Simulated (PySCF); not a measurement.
**From computed data to an observable: refractive index and permittivity of the vapour**

Te(H)(iPr) (C3H8Te), SMILES CC(C)[TeH].

Geometry: B3LYP-D3(BJ)/def2-SVP. The def2 effective core potentials stand for the cores of Te; spin–orbit coupling is left out.

PBE0/def2-TZVP (PySCF) gives a mean static polarisability of 76.7 bohr³ and a dipole moment of 1.57 D. Take an ideal gas at 298.15 K and 1 bar, whether or not the substance is that volatile.

Problem. Work out n − 1 in the optical limit and the static ε − 1.

Solution. 
Polarisability volume α' = 76.7 × 0.148185 = 11.37 Å³. Number density N = p/kT = 2.43e-5 Å⁻³.
Dilute limit of Lorentz–Lorenz: n − 1 = 2π N α' = 0.0017.
Orientation term of Debye: μ²/(3kT) = 8.098 Å³ × μ²(D²) = 19.96 Å³.
ε − 1 = 4π N (α' + μ²/3kT) = 0.0096. Orientation of the dipole supplies 64 % of the static response; it can't follow optical fields. Vibrational polarisation and dispersion are left out.
